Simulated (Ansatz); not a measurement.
Reaction (redistribution): `C[SiH2][SiH2]N` + `C[B]1[O][AlH]1` → `C[SiH2][B]1[O][AlH]1` + `C[SiH2]N`

Isolated molecules relaxed with PBE0-D4/def2-TZVP in Ansatz; ΔE leaves out vibrations. CBS: MP2 limit from def2 TZ/QZ plus the TZ coupled-cluster correction, frozen cores. Functionals use def2-TZVPP. One conformer a species, not always the lowest.

```csv
level,ΔE (kJ/mol)
PBE-D4,18.4
r2SCAN-D4,15.6
PBE0-D4,19.6
ωB97M-V,13.9
SCS-MP2/def2-TZVPP,11.3
MP2/def2-QZVPP,12.2
MP2/CBS(def2),12.4
CCSD/CBS(def2),13.6
```

Q: What does CCSD(T)/CBS give? (Estimate.)

A: Computed: +12.1 kJ/mol. The listed levels differ from it by 6.3, 3.5, 7.5, 1.8, -0.8, 0.1, 0.3, 1.5 kJ/mol.

Largest T1 diagnostic among the species: 0.016.

In def2-TZVPP, CCSD(T) changes the Hartree–Fock value by −3.3 kJ/mol (the triples alone add −1.4 kJ/mol) and MP2 by −3.0 kJ/mol.

CCSD(T)/CBS has its own doubt, a few kJ/mol and more with outer-core shells, so smaller differences from it don't rank the levels.
